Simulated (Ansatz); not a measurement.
Geometry optimisation, RKS PBE0/def2-SVP in Ansatz.

input.yaml

```yaml
crystal:
  periodic: [false, false, false]
  atoms:
    - { symbol: F, position_ang: [-1.1934, -0.3719, 1.3552] }
    - { symbol: Sb, position_ang: [-1.171, 0.2089, -0.579] }
    - { symbol: Se, position_ang: [1.1133, 1.3204, -0.2675] }
    - { symbol: H, position_ang: [-0.3506, -1.3067, -1.04] }
    - { symbol: H, position_ang: [0.63223, 2.59295, -1.017] }
basis:
  gaussian: { orbitals: def2-SVP }
hamiltonian:
  xc: pbe0
relax:
  f_tol: 0.015
  max_steps: 40
```

Launched with:

```bash
$ ansatz run input.yaml --threads 1 --pin off --max-ram 2048MiB --backend cpu --events-out ev --progress --plain --runs-dir out
```

**Question.** Where does it end, and by what steps?

**Answer.** The run converged. After 6 steps the energy has fallen by 0.263 eV; Se3 moved furthest, 0.39 Å.

| step | energy less start (eV) | largest force component (eV/Å) | accepted |
| --- | --- | --- | --- |
| 0 | 0.0000 | 1.433 | yes |
| 1 | -0.0113 | 1.234 | yes |
| 2 | -0.1992 | 0.322 | yes |
| 3 | -0.2467 | 0.191 | yes |
| 4 | -0.2521 | 0.279 | yes |
| 5 | -0.2624 | 0.030 | yes |
| 6 | -0.2625 | 0.008 | yes |

```xyz
5
Properties=species:S:1:pos:R:3
F -1.298 -0.233 1.298
Sb -1.106 0.133 -0.605
Se 1.169 1.279 -0.648
H -0.304 -1.358 -0.925
H 0.569 2.623 -0.668
```

Run time: 26 s on 1 thread of Arm Neoverse V2 (shared host), peak memory 0.18 GiB.
